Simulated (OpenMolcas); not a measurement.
Computed levels of Co3+

```yaml
Program: OpenMolcas 26.06
Method: CASSCF
Basis: ANO-RCC-VQZP [7s6p4d3f2g1h]
Scalar_Hamiltonian: DKH2, point nucleus
Active_space: 6 electrons in 5 orbitals (3d)
State_averaging: 2S+1 = 5 even, 5 roots; 2S+1 = 3 even, 35 roots kept (CI in the orbitals of an earlier block); 2S+1 = 1 even, 23 roots kept (CI in the orbitals of an earlier block)
Spin-orbit_coupling: state interaction with AMFI integrals over the reference wave functions, term energies averaged over their components
```

Spin-free terms above the lowest, with the occupations of the reference:

| Configuration | Term | E (cm-1) | Occupations |
| --- | --- | --- | --- |
| 3d6 | 5D | 0.0 | 3d 6.00 |
| 3d6 | 3H | 26038 | 3d 6.00 |
| 3d6 | 3P | 29074 | 3d 6.00 |
| 3d6 | 3F | 29939 | 3d 6.00 |
| 3d6 | 3G | 32912 | 3d 6.00 |
| 3d6 | 1I | 39057 | 3d 6.00 |

With spin-orbit coupling, above the lowest level:

| Configuration | Term | J | E (cm-1) | Measured (cm-1) | g | Term weight % |
| --- | --- | --- | --- | --- | --- | --- |
| 3d6 | 5D | 4 | 0.0 | 0.0 | 1.501 | 100 |
| 3d6 | 5D | 3 | 613 | 639 | 1.501 | 100 |
| 3d6 | 5D | 2 | 1048 | 1078 | 1.501 | 100 |
| 3d6 | 5D | 1 | 1330 |  | 1.501 | 100 |
| 3d6 | 5D | 0 | 1468 | 1494 |  | 100 |
| 3d6 | 3H | 6 | 26338 | 23680 | 1.167 | 100 |
| 3d6 | 3H | 5 | 26657 | 24032 | 1.035 | 99 |
| 3d6 | 3H | 4 | 26894 | 24272 | 0.804 | 98 |
| 3d6 | 3P | 2 | 28823 | 22883 | 1.500 | 100 |
| 3d6 | 3F | 4 | 30172 | 25396 | 1.238 | 94 |
| 3d6 | 3F | 3 | 30516 | 25736 | 1.072 | 96 |
| 3d6 | 3P | 1 | 30622 | 24729 | 1.500 | 100 |
| 3d6 | 3F | 2 | 30825 | 25969 | 0.666 | 100 |
| 3d6 | 3P | 0 | 31372 | 25449 |  | 99 |
| 3d6 | 3G | 5 | 33270 | 29022 | 1.198 | 99 |
| 3d6 | 3G | 4 | 33872 | 29592 | 1.057 | 94 |
| 3d6 | 3G | 3 | 34128 | 29868 | 0.762 | 96 |
| 3d6 | 1I | 6 | 39734 | 35943 | 1.000 | 100 |

Against the 16 measured excited levels shown (Sugar and Corliss, J. Phys. Chem. Ref. Data 10, 1097 (1981)) the mean absolute deviation is 3500 cm-1; the largest miss in energy is 3d6 3P2: computed 28823, measured 22883 cm-1 (+26.0 %).

Spin-orbit coupling puts the lowest level 637 cm-1 below the lowest spin-free term.

A least-squares Racah fit to the terms below 60000 cm-1, each weighted by 2L + 1 and with a free common offset, gives B = 1375 cm-1 and C = 5135 cm-1 (C/B = 3.74), with an rms deviation of 0 cm-1.

For 5D the intervals divided by the larger J are -138.6, -140.7, -144.9, -153.3 cm-1. Landé's interval rule makes them equal in pure LS coupling; they differ by 10 % of their mean. The multiplet is inverted.

Without dynamic correlation excited terms often stand tens of per cent too high (terms of higher spin than the ground term too low), and those without a measured partner can miss by more than the paired ones. Terms from blocks run as CI alone lack orbitals of their own. Measured partners are found by configuration, term and J. A level has none where our copy of the source lacks it or the pairing is in doubt (some pairs that miss far off the trend of their configuration count as doubtful), and it then counts in no deviation. Only configurations of the active space appear. The first state left out of the spin-orbit step lies near 51000 cm-1 above the lowest spin-free state of the reference (among the parities and spins computed), and the list stops at four fifths of that energy or lower.

The RASSCF and RASSI steps took 16 s on 1 thread of Arm Neoverse V1 (shared host); the integral step is not counted.

The term weight is that of the spin-free term in the level, not the purity of its configuration.
